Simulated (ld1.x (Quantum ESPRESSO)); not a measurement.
# Cl, TM: configuration errors across variants

* Element: chlorine (Cl)
* Generator: ld1.x (Quantum ESPRESSO) 7.5
* Type: norm-conserving Troullier–Martins (Kleinman–Bylander form)
* Functional: PBE
* Relativity: scalar-relativistic
* Frozen core: [Ne]
* Valence charge: 7
* Reference configuration: 3s2 3p5
* Partial waves: 3p (bound): rc 1.20 bohr; 3s (bound): rc 1.35 bohr
* Local potential: the s channel
* Core correction: Bessel-smoothed model core inside 0.90 bohr

All-electron excitation energies from the reference (eV): (1) 3s2 3p4 13.875; (2) 3s2 3p3 39.322; (3) 3s2 3p2 77.630; (4) 3s2 3p5.3 -2.138; (5) 3s2 3p1 129.873; (6) 3s1 3p5 26.584; (7) 3s2 3p4.5 5.583.

2 further variants failed, have other tests or another functional or relativity, and are left out.

Errors AE − PS in meV (a dash: test not solved or not reliable):

```csv
change,(1),(2),(3),(4),(5),(6),(7),bound ghosts
base,+3.3,+24,+81,+0.4,+194,+6.1,+0.4,none
wave 3s (bound): rc 1.35 bohr becomes 3s (bound): rc 0.88 bohr,+6.1,+42,+137,+0.5,+330,+6.9,+0.9,none
core correction Bessel-smoothed model core inside 0.54 bohr,+3.3,+24,+79,+0.4,+186,+5.9,+0.4,none
wave 3p (bound): rc 1.20 bohr becomes 3p (bound): rc 1.44 bohr,+3.1,+24,+85,+0.4,+210,+4.4,+0.3,none
"type ultrasoft; waves now 3s (bound): rcut 1.15, rcutus 1.35 bohr; 3s channel at -0.2 Ry: rcut 1.15, rcutus 1.35 bohr; 3p (bound): rcut 1.05, rcutus 1.20 bohr; 3p channel at -0.3 Ry: rcut 1.05, rcutus 1.20 bohr; local potential all-electron potential smoothed inside 0.90 bohr (lloc = -2); augmentation built from norm-conserving waves at rcut, not smoothed further",0.0,+5.6,+27,+0.2,+83,+1.0,-0.3,none
wave 3p (bound): rc 1.20 bohr becomes 3p (bound): rc 1.00 bohr,+4.1,+26,+77,+0.3,+166,+8.9,+0.7,none
"all radii but the core radius scaled by about 1.29 (s 1.74, p 1.54 bohr)",+7.8,+49,+154,+0.7,+356,-3.2,+1.2,none
```

Q: Give the same row for: wave 3p (bound): rc 1.20 bohr becomes 3p (bound): rc 1.32 bohr.

A: +3.2, +24, +83, +0.4, +204, +5.0, +0.3; bound ghosts: none.
